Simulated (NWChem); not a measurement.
Species: C4H6; SMILES C#CCC

Program: NWChem. The level has its own optimisation; frequencies are unscaled. Brackets give each atom's bonded neighbours.

Q: Predict the results for Hartree-Fock/3-21G. Quantities: r C–C [C(CC)–C(CH)] (Å); r C–H [C(CH)–H(C)] (Å); r C–C [C(CC)–C(CCHH)] (Å); r C–C [C(CCHH)–C(CHHH)] (Å); highest harmonic frequency (cm⁻¹); lowest (cm⁻¹); zero-point energy (kcal/mol); dipole (D).

A: The r C–C [C(CC)–C(CH)] (Å) is 1.189, the r C–H [C(CH)–H(C)] (Å) comes out as 1.050 and the r C–C [C(CC)–C(CCHH)] (Å) is 1.469. The r C–C [C(CCHH)–C(CHHH)] (Å) comes out as 1.547, the highest harmonic frequency (cm⁻¹) comes out as 3664 and the lowest (cm⁻¹) is 241. The zero-point energy (kcal/mol) is 57.7. The dipole (D) comes out as 0.71.
